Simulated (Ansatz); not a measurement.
Reaction (redistribution): `C[Si@@H](O)[Si@H](O)Cl` + `O[SiH](Cl)Cl` → `C[SiH](O)O` + `O[SiH](Cl)[SiH](Cl)Cl`

Gas-phase electronic energies from Ansatz, PBE0-D4/def2-TZVP geometries. CCSD(T)/CBS adds triple-zeta CCSD(T) − MP2 to the extrapolated MP2 energy (def2 sets, frozen cores). This one scheme is used for every species. Functionals use def2-TZVPP. B3LYP here is the variant with VWN-RPA as its local correlation; programs differ in this. One conformer a species, not always the lowest.

`C[Si@@H](O)[Si@H](O)Cl`:

```xyz
13

C     0.582   -1.594    1.001
Si   -0.146    0.095    0.689
O     0.669    1.302    1.476
Si   -0.079    0.640   -1.592
O    -0.835    2.042   -1.982
Cl   -1.015   -0.971   -2.509
H     1.632   -1.633    0.703
H     0.035   -2.347    0.427
H     0.516   -1.862    2.059
H    -1.582    0.080    1.110
H     0.662    1.302    2.434
H     1.268    0.749   -2.197
H    -1.708    2.197   -1.617
```

`O[SiH](Cl)Cl`:

```xyz
6

O    -0.215    1.247   -0.441
Si   -0.071   -0.339   -0.142
Cl   -1.067   -0.863    1.562
Cl    1.885   -0.870    0.106
H     0.106    1.879    0.205
H    -0.638   -1.054   -1.290
```

`C[SiH](O)O`:

```xyz
10

C     0.945    0.587   -0.776
Si   -0.437    0.115    0.363
O    -1.476   -0.770   -0.560
O     0.083   -0.719    1.684
H     1.423   -0.300   -1.201
H     0.569    1.192   -1.605
H     1.705    1.166   -0.245
H    -1.127    1.287    0.955
H    -2.294   -1.052   -0.150
H     0.610   -1.505    1.534
```

`O[SiH](Cl)[SiH](Cl)Cl`:

Cartesian coordinates in Å:
```
O 0.642 -1.908 0.515
Si 0.984 -0.320 0.323
Cl 1.164 0.649 2.123
Si -0.791 0.733 -0.791
Cl -0.641 2.768 -0.666
Cl -2.488 0.091 0.183
H -0.201 -2.138 0.913
H 2.283 -0.259 -0.379
H -0.952 0.383 -2.221
```

| level | ΔE (kJ/mol) | difference from CCSD(T)/CBS |
| --- | --- | --- |
| PBE-D4 | -11.1 | 0.5 |
| r2SCAN-D4 | -10.9 | 0.7 |
| PBE0-D4 | -10.9 | 0.7 |
| B3LYP-D4 | -12.0 | -0.4 |
| ωB97X-V | -9.9 | 1.7 |
| ωB97M-V | -11.1 | 0.5 |
| B2PLYP | -10.1 | 1.5 |
| PBE | -9.6 | 2.0 |
| r2SCAN | -10.7 | 0.9 |
| PBE0 | -9.4 | 2.2 |
| B3LYP | -9.3 | 2.3 |
| HF/def2-TZVPP | -8.4 | 3.2 |
| MP2/def2-TZVPP | -11.1 | 0.5 |
| SCS-MP2/def2-TZVPP | -10.6 | 1.0 |
| CCSD/def2-TZVPP | -10.0 | 1.6 |
| CCSD(T)/def2-TZVPP | -10.3 | 1.3 |
| HF/def2-QZVPP | -8.3 | 3.3 |
| MP2/def2-QZVPP | -11.8 | -0.2 |
| SCS-MP2/def2-QZVPP | -11.1 | 0.5 |
| HF/CBS(def2) | -8.2 | 3.4 |
| MP2/CBS(def2) | -12.4 | -0.8 |
| CCSD/CBS(def2) | -11.3 | 0.3 |
| CCSD(T)/CBS | -11.6 | 0 |

Largest T1 diagnostic among the species: 0.011.
